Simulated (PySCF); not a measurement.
Two-photon absorption: `CSC=C=CC(F)(F)F`, C5H5F3S

Molfile (atoms numbered from 1):
```
C5H5F3S
     RDKit          3D

 14 13  0  0  0  0  0  0  0  0999 V2000
    3.2412   -0.4814    0.4549 C   0  0  0  0  0  0  0  0  0  0  0  0
    1.7641   -0.5375   -0.6060 S   0  0  0  0  0  0  0  0  0  0  0  0
    0.6603    0.3845    0.4111 C   0  0  0  0  0  0  0  0  0  0  0  0
   -0.5857    0.5999    0.1253 C   0  0  0  0  0  0  0  0  0  0  0  0
   -1.8446    0.7670   -0.1501 C   0  0  0  0  0  0  0  0  0  0  0  0
   -2.9012   -0.1822    0.3313 C   0  0  0  0  0  0  0  0  0  0  0  0
   -3.4971   -0.8333   -0.6848 F   0  0  0  0  0  0  0  0  0  0  0  0
   -2.4335   -1.1186    1.1655 F   0  0  0  0  0  0  0  0  0  0  0  0
   -3.8876    0.4590    0.9864 F   0  0  0  0  0  0  0  0  0  0  0  0
    4.0201   -1.0176   -0.0773 H   0  0  0  0  0  0  0  0  0  0  0  0
    3.0338   -0.9763    1.3991 H   0  0  0  0  0  0  0  0  0  0  0  0
    3.5443    0.5501    0.6106 H   0  0  0  0  0  0  0  0  0  0  0  0
    1.1118    0.7911    1.3020 H   0  0  0  0  0  0  0  0  0  0  0  0
   -2.2265    1.5949   -0.7300 H   0  0  0  0  0  0  0  0  0  0  0  0
  1  2  1  0
  2  3  1  0
  3  4  2  0
  4  5  2  0
  5  6  1  0
  6  7  1  0
  6  8  1  0
  6  9  1  0
  1 10  1  0
  1 11  1  0
  1 12  1  0
  3 13  1  0
  5 14  1  0
M  END
```

Computed with TDDFT wB97X-D/aug-cc-pVDZ excited states, vertical, gas phase (PySCF 2.14.0). Geometry: GFN2-xTB.

How strongly do the lowest singlets absorb one photon, and two photons of half the energy?

δ for parallel linear polarisation; σ at the peak of a Lorentzian of half width 0.1 eV, single beam; Ω is circular over linear.
```csv
state,E (eV),f,photon λ (nm),δ (au),σ (GM),Ω,main
S1,4.39,0.000,565,1.18,0.01,1.39,"HOMO→LUMO 0.72, HOMO→LUMO+1 0.19"
S2,5.36,0.004,463,2.91,0.03,1.17,"HOMO→LUMO+9 0.32, HOMO→LUMO+2 0.22"
S3,5.66,0.270,438,152,1.79,1.01,"HOMO→LUMO+4 0.40, HOMO→LUMO+3 0.29"
S4,5.89,0.002,421,57.2,0.73,1.43,"HOMO→LUMO+1 0.48, HOMO→LUMO 0.20"
S5,6.41,0.001,387,3.4,0.05,1.49,"HOMO−1→LUMO+4 0.33, HOMO−1→LUMO+3 0.26"
```

Among these, the strongest one-photon state is S3, the strongest two-photon state S3, with a dipole change of 3.2 D (relaxed, norm of the difference vector).
